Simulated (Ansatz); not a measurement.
Consider the redistribution: `[F][Ge]([F])([SH])[Cl]` + `F[Si](F)(F)[SiH3]` → `[F][Ge]([SiH3])([SH])[Cl]` + `F[Si](F)(F)F`.

Calculated with Ansatz (gas phase, PBE0-D4/def2-TZVP geometries, no zero-point term in ΔE). CCSD(T)/CBS adds triple-zeta CCSD(T) − MP2 to the extrapolated MP2 energy (def2 sets, frozen cores). For Ge outer-core shells are correlated without core-valence functions, which leaves a few kJ/mol of doubt a bond. Scalar relativity is left out up to krypton. Each species was taken in one conformer, which may not be the lowest.

| species | CCSD(T)/CBS(def2) energy (Eh) |
| --- | --- |
| `[F][Ge]([F])([SH])[Cl]` | -3133.99738 |
| `F[Si](F)(F)[SiH3]` | -879.54323 |
| `[F][Ge]([SiH3])([SH])[Cl]` | -3325.05276 |
| `F[Si](F)(F)F` | -688.53452 |

Work out ΔE.

ΔE = (-3325.05276) + (-688.53452) − (-3133.99738) − (-879.54323) = -0.04667 Eh = -1.27 eV.

Largest T1 diagnostic among the species: 0.013.

From PBE to PBE0 (25 % exact exchange), in def2-TZVPP and without D4, ΔE moves by −0.08 eV.
